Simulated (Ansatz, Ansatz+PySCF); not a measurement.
```xyz
2

V     0.0000    0.0000    0.0000
O     0.0000    0.0000    1.6526
```

Basis set: def2-SVP (spherical functions). Frozen core: 6 orbitals. Correlation on ROHF uses semicanonical orbitals with singles. Charge 0, multiplicity 4.

Computed with Ansatz (development build ahead of 0.2.0); each method stands on the lowest determinant of its kind that the runs found. Restricted functionals stand beside restricted open-shell atoms, which can lie above the unrestricted atoms usual in DFT and then raise those values.

The atomization energy at this shape (free ground-state atoms in the same class of orbitals less the molecule, no zero-point energy) of quartet VO:

| method | atomization energy |
| --- | --- |
| ωB97X (unrestricted) | 5.78 eV |
| r²SCAN (unrestricted) | 7.03 eV |
| ωB97X (restricted open-shell) | 5.76 eV |
| PBE (unrestricted) | 7.82 eV |
| PBE0 (unrestricted) | 6.37 eV |
| PBE0 (restricted open-shell) | 6.28 eV |
| ROHF-MP2 | 6.13 eV |
| UHF-MP2 | 4.23 eV |
| UHF | 1.69 eV |
| ROHF | 0.96 eV |

(1) What does PBE (restricted open-shell) give?

## Answers

(1) 7.88 eV. Caution: other spin multiplicities were not run; the shape is not the minimum. Caution for r²SCAN (unrestricted), PBE (unrestricted): a free atom is spin contaminated. Caution for PBE0 (unrestricted), UHF-MP2, UHF: the unrestricted determinant is spin contaminated. Caution for ROHF-MP2, ROHF: an unrestricted determinant lies well below.
